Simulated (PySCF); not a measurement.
**Electron correlation in Cl (chlorine, neutral)**

[Ne] 3s2 3p5, 2P determinant. Calculation: PySCF 2.14, in x2c-QZVPPall with one added diffuse shell each of s, p, d, f type (10s7p5d3f1g, 86 functions); the spin-free X2C one-electron Hamiltonian (Gaussian nucleus). Frozen: 1s2; 15 electrons correlated.

```
  level  correlation energy (mhartree)
   CCSD                        -378.38
    (T)                          -9.07
CCSD(T)                        -387.45
```

Diagnostics: T1 = 0.0058, D1 = 0.0261, largest double amplitude 0.039.

Question: Is a single reference adequate?

Answer: Yes: T1 lies below 0.03 and no double amplitude reaches 0.07.

This basis was not built for core-valence correlation, so the inner-shell part is incomplete.
